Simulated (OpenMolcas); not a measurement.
An atom or ion with 6 electrons was computed by SS-CASPT2, IPEA 0.25 Eh, imaginary shift 0.1 Eh with spin-orbit coupling (OpenMolcas, ANO-RCC-VTZP, DKH2). The lowest levels that the run gave, each within 12 % of the measured value where one is at hand:

```
J  Parity  E (cm⁻¹)      g
0    even       0.0       
1    even       223  1.501
2    even       650  1.501
2    even     26000  1.000
0    even     54100       
2     odd     72720  2.002
1     odd    147670  0.499
2     odd    147670  1.167
3     odd    147690  1.334
0     odd    176020       
1     odd    176030  1.501
2     odd    176060  1.501
```

**Question.** Which ion is it, and what are the configurations and terms?

**Answer.** F IV (Z = 9, charge +3; active space 4 electrons in 8 orbitals (2s 2p 3s 3p)). J, parity and g give the terms where levels are pure, and mixed ones are named by the computed weights; the size of the splittings, set against known spectra of the 6-electron sequence, gives the charge. In order, with the measured energies in cm⁻¹ (Moore, Atomic Energy Levels, vol. I, NSRDS-NBS 35 (1971 reprint of NBS Circular 467, 1949)): 2s² 2p² ³P₀, 2s² 2p² ³P₁ (225), 2s² 2p² ³P₂ (613), 2s² 2p² ¹D₂ (25241), 2s² 2p² ¹S₀ (53544), 2s 2p³ ⁵S°₂, 2s 2p³ ³D°₁, 2s 2p³ ³D°₂ (147889), 2s 2p³ ³D°₃, 2s 2p³ ³P°₀, 2s 2p³ ³P°₁ (175242), 2s 2p³ ³P°₂ (175237).

CASPT2 breaks the degeneracy within a term, and the mean is taken; among the terms shown or strongly mixed into the levels shown the widest spread is 28 cm-1 (2s 2p³ ³D°). Active for correlation alone: 3p 3s; no level in the range computed is led by a configuration that fills them, so any true level of that kind is missing. Computed and measured levels are paired by configuration, term and J; levels that our copy of the source lacks, or whose pairing is in doubt (as where it misses far off the trend of its configuration), stay unpaired and out of the deviations. Only configurations of the active space appear.

° marks odd parity.
